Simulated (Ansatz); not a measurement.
## Telling isomers of C2H7BOSi apart by their spectra

These gas-phase data were calculated for one isomer of C2H7BOSi at PBE-D3(BJ)/def2-SVP (harmonic, unscaled wavenumbers; equilibrium rotational constants with average atomic masses):

| Item | Value |
| --- | --- |
| rotational constants | 12.32, 1.918, 1.694 GHz |
| all wavenumbers above 1500 cm⁻¹ | 3091, 3058, 2582, 2495, 2229, 2197, 2184, 1589 |

Candidates:

(1) `B1OCC[SiH2]1`, a singlet
(2) `B/C=C/O[SiH3]`, a singlet
(3) `B1CC[SiH2]O1`, a singlet

Q: Which candidate do the data belong to?

A: Candidate (2). 2 modes lie between 2350 and 2900 cm⁻¹, one for each B–H bond, while (1) has 1, (3) has 1.

The same quantities for all candidates:

|  | rotational constants (GHz) | wavenumbers above 1500 cm⁻¹ | E above the lowest, PBE-D3(BJ)/def2-SVP (kcal/mol) |
| --- | --- | --- | --- |
| (1) | 6.162, 4.052, 2.64 | 3069, 3038, 2997, 2984, 2565, 2161, 2136 | 36.8 |
| (2) | 12.32, 1.918, 1.694 | 3091, 3058, 2582, 2495, 2229, 2197, 2184, 1589 | 61.6 |
| (3) | 5.925, 4.62, 2.79 | 3057, 3021, 2998, 2958, 2540, 2183, 2171 | 0.0 |

Each candidate is one conformer. Programs: Ansatz 0.2.0.
